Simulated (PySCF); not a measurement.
## Basis and Hamiltonian dependence of the excitation energy of N(2+)

N(2+) [He] 2s2 2p1 (2P) → N(2+) [He] 2s1 2p2 (4P). All values are computed (PySCF 2.14, energy differences of UHF-based or UKS calculations, no spin-orbit coupling). Values in eV.

```csv
basis,Hamiltonian,functions,UHF,r2SCAN,PBE0,MP2 (valence),CCSD(T) (valence),CCSD(T) (valence and next inner shell)
aug-cc-pVDZ,non-relativistic,23,5.191,5.875,6.520,6.254,6.984,n/a
x2c-TZVPPall,spin-free X2C,31,5.176,5.846,6.503,6.365,7.034,7.013
ANO-R3,spin-free X2C,33,5.168,5.847,6.505,6.389,n/a,n/a
def2-TZVPPD,non-relativistic,37,5.142,5.814,6.469,6.333,7.003,6.981
dyall-av2z,non-relativistic,42,5.132,5.813,6.467,6.276,6.975,n/a
aug-cc-pVTZ,non-relativistic,46,5.172,5.842,6.508,6.377,n/a,n/a
x2c-QZVPPall,spin-free X2C,57,5.165,5.849,6.503,6.442,7.081,7.042
aug-cc-pwCVTZ,non-relativistic,59,5.163,5.845,6.504,6.410,7.064,7.027
"aug-cc-pVTZ with one added diffuse shell each of s, p, d, f type",non-relativistic,62,5.173,5.843,6.508,6.379,7.042,n/a
def2-QZVPPD,non-relativistic,63,5.132,5.815,6.470,6.409,7.050,7.011
dyall-av3z,non-relativistic,71,5.128,5.808,6.467,6.390,7.046,n/a
"x2c-QZVPPall with one added diffuse shell each of s, p, d, f type",spin-free X2C,73,5.165,5.848,6.503,6.443,7.082,7.043
dyall-acv3z,non-relativistic,76,5.128,5.808,6.467,6.390,7.046,7.037
aug-cc-pV5Z,non-relativistic,127,5.128,5.814,6.468,6.454,n/a,n/a
```

Frozen in the all-electron rows: valence: 1s2; valence and next inner shell: nothing.
